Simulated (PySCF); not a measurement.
C3H9NSi2. Atoms are numbered in the order given.

```xyz
15

C      0.6792    -2.5640     0.0000
C      0.3973    -1.0863     0.0000
C      1.3505    -0.1269     0.0000
Si     0.7366     1.6454     0.0000
N     -0.9788     1.3102     0.0000
Si    -1.3625    -0.3897     0.0000
H      1.7598    -2.7773     0.0000
H      0.2310    -3.0520     0.8832
H      0.2310    -3.0520    -0.8832
H      2.4135    -0.4074     0.0000
H      1.1928     2.4190    -1.1970
H      1.1928     2.4190     1.1970
H     -1.6850     2.0381     0.0000
H     -2.1413    -0.8374     1.1975
H     -2.1413    -0.8374    -1.1975
```
Charge 0, spin multiplicity 1.

Coordinates come from a B3LYP-D3(BJ)/def2-SVP optimisation. The structure was generated by enumeration, and PubChem lists no compound with its InChIKey, so it may never have been made.

All values below come from PBE/def2-TZVP (PySCF).

Symmetry labels are those of the subgroup Cs that the program uses (full group Cs).

Computed valence orbital energies around the gap with their symmetry:
| orbital | symmetry | energy (eV) |
|---|---|---|
| HOMO−7 | A' | -9.97 |
| HOMO−6 | A" | -8.87 |
| HOMO−5 | A' | -8.66 |
| HOMO−4 | A" | -8.08 |
| HOMO−3 | A' | -7.93 |
| HOMO−2 | A' | -7.00 |
| HOMO−1 | A" | -6.43 |
| HOMO | A" | -5.96 |
| LUMO | A" | -1.48 |
| LUMO+1 | A' | -0.67 |
| LUMO+2 | A' | 0.28 |
| LUMO+3 | A' | 0.40 |
